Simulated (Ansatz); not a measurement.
This geometry of C$_{3}$H$_{10}$BNSi (16 atoms, charge 0, multiplicity 1) is a first-order saddle point.

Level of theory: RKS PBE/6-31G* (Ansatz 0.2.0).

```xyz
16
Properties=species:S:1:pos:R:3
B -0.933 -0.548 -1.078
C -0.106 0.280 -0.060
C 1.255 0.159 0.019
Si 2.361 -1.009 -0.974
N -0.719 1.295 0.795
C -1.819 0.761 1.608
H -0.382 -1.342 -1.802
H -2.122 -0.385 -1.211
H 1.752 0.837 0.733
H 2.319 -0.722 -2.446
H 3.771 -0.801 -0.503
H 2.007 -2.450 -0.756
H -1.099 2.030 0.184
H -2.590 0.198 1.034
H -1.405 0.080 2.370
H -2.314 1.595 2.132
```

Which two structures does it join? (They come from a converged band through this point; their orientation in space is the band's.)

No bond is made or broken. The dihedral B1–C2–N5–C6 goes from 1 to 179°.

Image 0:

```xyz
16
Properties=species:S:1:pos:R:3
B -0.765 -1.045 -0.642
C -0.082 0.128 0.111
C 1.284 0.310 -0.062
Si 2.457 -0.691 -1.122
N -0.809 0.964 0.931
C -2.228 0.853 1.210
H -0.087 -1.747 -1.348
H -1.942 -1.287 -0.552
H 1.756 1.147 0.484
H 2.141 -0.666 -2.591
H 3.814 -0.066 -0.953
H 2.583 -2.133 -0.718
H -0.301 1.704 1.411
H -2.843 0.955 0.296
H -2.489 -0.110 1.688
H -2.511 1.661 1.902
```

Image 10:

```xyz
16
Properties=species:S:1:pos:R:3
B -1.194 -1.355 -0.793
C -0.528 -0.187 -0.031
C 0.835 0.049 -0.149
Si 2.053 -0.915 -1.189
N -1.352 0.590 0.758
C -0.895 1.705 1.554
H -0.540 -2.072 -1.505
H -2.381 -1.562 -0.680
H 1.272 0.887 0.416
H 1.768 -0.881 -2.666
H 3.398 -0.274 -0.986
H 2.192 -2.361 -0.801
H -2.331 0.326 0.807
H -0.140 1.390 2.303
H -0.431 2.488 0.922
H -1.749 2.150 2.086
```

How far does it lie above each of them?

10.4 kcal/mol above the first and 13.5 kcal/mol above the second. This is the barrier of this one path; another mechanism may lie lower.

Time of the run: 8.3 min on 2 threads of Arm Neoverse V2 (shared host), peak memory 0.16 GiB.
